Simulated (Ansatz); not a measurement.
A structure relaxed at PBE0-D4/def2-TZVP, charge 0, multiplicity 1:

Cartesian coordinates in Å:
```
F 0.467 1.397 -1.637
B 0.043 1.130 -0.425
F -0.339 2.135 0.329
Si -0.027 -0.769 0.281
F 0.880 -0.923 1.562
F -1.500 -1.163 0.682
F 0.475 -1.807 -0.793
```

Problem. Give its formula and SMILES.

Solution. BF5Si, `FB(F)[Si](F)(F)F`.

Problem. Point group (tolerance 0.08 Å, 0.16 Å for H)?

Solution. Cs.

Problem. Summarise the bond lengths by kind.

Solution. 2 × B–F 1.312 to 1.313 Å; 1 × B–Si 2.028 Å; 3 × F–Si 1.575 to 1.577 Å.

Computed with Ansatz.
